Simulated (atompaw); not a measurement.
**LDA (PW92) PAW (atompaw) dataset for carbon (C), scalar-relativistic all-electron reference.**

The input file (atompaw 4.2.0.5):

```
C 6
LDA-PW scalarrelativistic loggrid 1500 logderivrange -3 5 201
2 2 0 0 0 0
2 0 1.5
2 1 2.5
0 0 0
c
v
v
2
2.75 2.60 2.00 2.20
y
-0.3
n
y
4.95
n
y
-0.1
y
1.35
n
custom rrkj gramschmidtortho besselshape
bessel
1.15
2.75
2.75
2.75
2.75
2.75
PWSCFOUT
UPFDX 0.0125d0 UPFXMIN -7.d0 UPFZMESH 6.d0
END
```

Command:

```bash
atompaw < C.input > C.log
```

Output (summary file):

```
Completed calculations for C (AE)

 Exchange-correlation type: LDA, Perdew-Wang correlation

 Radial integration grid is logarithmic
 r0 =   1.2320561E-03 h =   7.3923368E-03   n =      1500 rmax =   8.0000000E+01

 Scalar relativistic calculation

 AEatom converged in  28 iterations
   nz     =   6.00
   delta  =       4.763622356513E-17

 All Electron Orbital energies:
  n  l      occupancy      energy
  1  0      2.0000000E+00 -1.9935525E+01
  2  0      1.5000000E+00 -1.0191168E+00
  2  1      2.5000000E+00 -4.1339037E-01

 Total energy
   Total                    :      -74.57865655924807

 ---
 Completed calculations for C (SC)

 Exchange-correlation type: LDA, Perdew-Wang correlation

 Radial integration grid is logarithmic
 r0 =   1.2320561E-03 h =   7.3923368E-03   n =      1500 rmax =   8.0000000E+01

 Scalar relativistic calculation

 SCatom converged in   1 iterations
   nz     =   6.00
   delta  =       4.667674324927E-18

 Valence Electron Orbital energies:
  n  l      occupancy      energy
   2  0      1.5000000E+00 -1.0191168E+00
   2  1      2.5000000E+00 -4.1339037E-01

 Total energy
   Total                    :      -74.57865655979673
   Valence                  :      -16.77569810821934

 PAW parameters:
       lmax =            2
         rc =    2.7678857405486208
        irc =         1045
   rc_shape =    2.6088720031610584
    rc_vloc =    1.9990055261930586
    rc_core =    2.2007686153889439
   Vloc: truncated form - Vps(r)=A.sin(qr)/r for r<rc
   Projector type: RRKJ pseudization + Gram-Schmidt ortho.
   Bessel compensation charge shape zeroed at   2.6089E+00

 Number of basis functions     6
 No.   n  nodes  l      Energy         Cp coeff         Occ
  1    2    1    0   -0.1019117E+01  0.1000000E+01  0.1500000E+01
  2  999    2    0   -0.3000000E+00  0.4822700E+00  0.0000000E+00
  3    2    0    1   -0.4133904E+00  0.1000000E+01  0.2500000E+01
  4  999    1    1    0.4950000E+01 -0.8409763E-01  0.0000000E+00
  5  999    0    2   -0.1000000E+00  0.1000000E+01  0.0000000E+00
  6  999    1    2    0.1350000E+01 -0.2196133E+00  0.0000000E+00

 Eigenvalues of overlap operator (in the basis of projectors):
    1        1.37445888E-01
    2        3.27249901E-01
    3        1.90504830E+00
    4        1.90558612E+00
    5        3.63462616E+01
    6        2.59950878E+02

 Orbital leakage outside PAW augmentation regions
   orb  is_core?  %out_of_sphere
   1 0    T           0.00
   2 0    F           6.71
   2 1    F          14.64

 Summary of PAW energies
   Total valence energy     :    -16.77569963584979
   Smooth energy            :      2.50038496839533
   One center               :    -19.27608460424513
   Smooth kinetic           :      3.22345811875003
   Vloc energy              :      0.40671493176188
   Smooth exch-corr         :     -1.81594805060998
   One-center xc            :     -7.59638913990694
```

The run took about 3.1 s on one core of a shared server CPU.
